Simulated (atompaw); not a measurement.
## Before and after: PAW (atompaw) potential for Er

Er (Z = 68), PAW, made with atompaw 4.2.0.5 (PBE, scalar-relativistic). Core [Kr] 4d10, reference 4f11 5s2 5p6 5d0 6s0 6p0 (charge +3). Waves: 5s (bound); 6s (bound, empty); 5p (bound); 6p (bound, empty); 5d (bound, empty); 5d channel at 2.6 Ry; 4f (bound); 4f channel at 0.4 Ry. Local part: vpsmatchnc scheme with l = 4 at 0 Ry, radius 2.30 bohr. Core correction: smooth core density matched at 3.00 bohr. Augmentation charge: besselshape compensation charge, radius 2.40 bohr; PAW radius 3.00 bohr; waves and projectors: bloechl.

Change: local potential bessel scheme, radius 2.30 bohr.

Cutoffs: the cutoffs (Ry, on a coarse ladder) from which the occupation-weighted sum of valence levels, in a spherical-Bessel basis at the reference potential, stays within 10 and 1 mRy of its value at 400 Ry; they do not see the model core or the augmentation charge, which bear on the density cutoff.

Problem. What does the change do?

Solution. The potential gets softer (60 Ry and 80 Ry → 30 Ry and 40 Ry); the range in which the s phases agree widens (upper end -0.8 → 1.9); the range in which the p phases agree widens (upper end 1.2 → 4.5); neither file shows a bound ghost.

| quantity | base | changed |
| --- | --- | --- |
| cutoff, loose | 60 Ry | 30 Ry |
| cutoff, tight | 80 Ry | 40 Ry |
| loose cutoff by channel (10 mRy a level) | s 50 Ry, p 45 Ry, f 35 Ry | s 12 Ry, p 15 Ry, f 18 Ry |
| bound ghosts | none | none |
| s: phases at 3.00 bohr within 0.05 rad from the reference energy up to (Ry; the scan ends near 5) | -0.8 | 1.9 |
| p: phases at 3.00 bohr within 0.05 rad from the reference energy up to (Ry; the scan ends near 5) | 1.2 | 4.5 |
| d: phases at 3.00 bohr within 0.05 rad from the reference energy up to (Ry; the scan ends near 5) | 0.6 | to the end of the scan |
| f: phases at 3.00 bohr within 0.05 rad from the reference energy up to (Ry; the scan ends near 5) | 2.4 | 2.3 |
| lowest overlap eigenvalue by channel | s 0.09, p 0.34, d 0.65, f 1.00 | s 0.54, p 0.68, d 0.89, f 1.00 |

 The cutoffs see the waves, projectors and local potential, not the compensation charge or the core.
